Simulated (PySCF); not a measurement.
**Static response to an electric field**

C5H3NS2.
Geometry (GFN2-xTB, Å), atoms numbered from 1 in this order:
```xyz
11
C5H3NS2 angstrom
N      3.1133    1.0686    0.9153
C      2.6007    0.3059    0.2302
S      1.8733   -0.8170   -0.7830
C      0.1767   -0.4777   -0.3725
C     -0.2999    0.7230    0.2105
C     -1.6444    0.6957    0.3773
S     -2.3479   -0.7716   -0.1770
C     -0.8098   -1.3770   -0.6367
H      0.3325    1.5457    0.4895
H     -2.2713    1.4571    0.7954
H     -0.7177   -2.3500   -1.0749
```

Level: PBE0/def2-SVPD (PySCF), static field, nuclei fixed, core orbitals frozen in the response. The polarisability tensor in these axes (au):

```
x   130.56  11.85   2.90
y    11.85  89.02  16.32
z     2.90  16.32  70.85
```

Task: What are the eigenvalues, a third of the trace, and Δα (Δα² = ½Σ(αi − αj)² over the three pairs)?

Result: Principal values 61.07, 94.82 and 134.53 au; mean 96.81 au = 14.35 Å³ = 15.96 × 10⁻⁴⁰ C²·m²/J; Δα = 63.69 au (66 % of the mean).

Task: What is the dipole moment, and where does it point?

Result: (-2.95, -1.47, -1.37) D, 3.57 D in size, pointing from the negative to the positive side. Measured along this direction, the outermost atoms are N1 at the negative end and S7 at the positive end.

Task: In TDDFT the mean static polarisability is Σ f/ω² over all singlet excitations (ω in hartree). How much of it do the 8 lowest give? Their energies (eV) and oscillator strengths: 4.71, 0.0018; 5.21, 0.0831; 5.61, 0.0016; 5.77, 0.0126; 5.89, 0.0316; 6.26, 0.0047; 6.27, 0.1289; 6.49, 0.0743.

Result: They add up to 7.14 au, 7.4 % of the 96.81 au; the largest single term is 2.43 au, from the state at 6.27 eV. Terms in order: 0.06, 2.27, 0.04, 0.28, 0.68, 0.09, 2.43, 1.31 au. Higher excitations give the rest. The strengths listed sum to 0.339.

Task: Refractivity n − 1 of an ideal gas of it at 400 K and 1 atm, from the electronic α?

Result: N = p/kT = 1.8347 × 10¹⁹ cm⁻³, so n − 1 = 2π × N × 14.35 × 10⁻²⁴ cm³ = 1654 × 10⁻⁶ at long wavelengths.

Task: In a dilute gas of rigid molecules at 273 K, how does the orientational term μ²/3kT compare with the electronic polarisability?

Result: In Gaussian units μ²/3kT = 112.61 Å³ against 14.35 Å³, a ratio of 7.85; the Debye molar polarisation (4π/3)N_A(α + μ²/3kT) is 320.2 cm³/mol, leaving out the vibrational part.

The structure is a single GFN2-xTB conformer in the gas phase; no vibrational or solvent corrections.

These values come from a run that also computed excited states. On an Arm Neoverse N1 with one thread, on a shared host, this took 50 s wall.
